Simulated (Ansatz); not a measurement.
Geometry optimisation, RHF/cc-pVDZ in Ansatz.

input.yaml

```yaml
crystal:
  periodic: [false, false, false]
  atoms:
    - { symbol: B, position_ang: [0.136876, 0.477131, -0.33696] }
    - { symbol: Cl, position_ang: [-0.176661, -0.385733, 2.58913] }
    - { symbol: Cl, position_ang: [1.552588, -0.435141, -0.903183] }
    - { symbol: H, position_ang: [-0.924177, -0.022288, -0.561487] }
    - { symbol: Si, position_ang: [0.430319, 2.27612, 0.444598] }
    - { symbol: H, position_ang: [1.494906, 2.209161, 1.48908] }
    - { symbol: H, position_ang: [0.895239, 3.215512, -0.613802] }
    - { symbol: H, position_ang: [-0.791227, 2.836448, 1.086305] }
    - { symbol: H, position_ang: [0.483838, 0.76109, 2.643119] }
basis:
  gaussian: { orbitals: cc-pVDZ }
hamiltonian:
  xc: hf
relax:
  f_tol: 0.03
  max_steps: 50
output:
  orbitals: {}
```

Run as:

```bash
$ ansatz run input.yaml --threads 2 --pin off --max-ram 3072MiB --backend cpu --events-out ev --progress --plain --runs-dir out
```

Where does it end, and by what steps?

The forces met the threshold. The force dipped under the threshold on the way, but the program's further checks kept it going. After 17 steps the energy has fallen by 0.242 eV; H9 moved furthest, 1.26 Å.

```
step  energy less start (eV)  largest force component (eV/Å)  accepted
   0                  0.0000                           1.362       yes
   1                 -0.1400                           0.616       yes
   2                 -0.1900                           0.276       yes
   3                 -0.2145                           0.221       yes
   4                 -0.2256                           0.151       yes
   5                 -0.2344                           0.025       yes
   6                 -0.2112                           0.918        no
   7                 -0.2358                           0.141       yes
   8                 -0.2368                           0.148       yes
   9                 -0.2384                           0.048       yes
  10                 -0.2342                           0.207        no
  11                 -0.2393                           0.014       yes
  12                 -0.2389                           0.265        no
  13                 -0.2398                           0.028       yes
  14                 -0.2399                           0.089       yes
  15                 -0.2408                           0.171       yes
  16                 -0.2415                           0.103       yes
  17                 -0.2424                           0.016       yes
```

```xyz
9
Properties=species:S:1:pos:R:3
B 0.166 0.553 -0.498
Cl -0.434 -0.311 3.027
Cl 1.594 -0.423 -0.893
H -0.886 0.039 -0.734
Si 0.420 2.445 0.238
H 1.481 2.455 1.281
H 0.849 3.335 -0.879
H -0.839 2.986 0.818
H 0.751 -0.146 3.476
```

Whether the end is a true minimum wasn't checked by a vibrational analysis.

The run took 26 s on 2 threads of Arm Neoverse V1 (shared host), peak memory 0.19 GiB.
